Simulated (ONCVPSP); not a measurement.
**How hard is this C (Z = 6) ONCV potential?**

```json
{
 "Element": "C (Z = 6)",
 "Generator": "ONCVPSP 4.0.1",
 "Type": "optimised norm-conserving Vanderbilt (ONCV)",
 "Functional": "LDA (Perdew-Zunger)",
 "Relativity": "scalar-relativistic",
 "Frozen core": "none",
 "Valence charge": "6",
 "Reference configuration": "1s2 2s2 2p1 (charge +1)",
 "Partial waves": "1s+2s: rc 0.40 bohr, ncon 3, nbas 7, qcut 38.5 1/bohr, 2 projectors; 2p: rc 1.35 bohr, ncon 4, nbas 8, qcut 5.4 1/bohr, 1 projector",
 "Local potential": "polynomial inside 0.35 bohr (lpopt 5, dvloc0 0 Ha)",
 "Core correction": "none"
}
```

For each optimised wave give the share of its norm inside rc, the residual kinetic energy above qcut (Ha) and the cutoffs (Ha) for errors of 10, 1, 0.1 and 0.01 mHa per electron.

```tsv
wave	norm inside rc	residual KE	10 mHa	1 mHa	0.1 mHa	0.01 mHa
1s	0.815	4.8e-09	335.2	430.4	512.4	582.4
2s	0.027	8.8e-10	215.8	330.4	430.9	517.8
2p	0.492	1.1e-02	14.7	82.5	111.4	145.9
```

The occupied waves need 430 Ha and 512 Ha for 1 and 0.1 mHa. Note: no bound ghost flagged; GHOST(+) flagged for p at 67.7 eV.
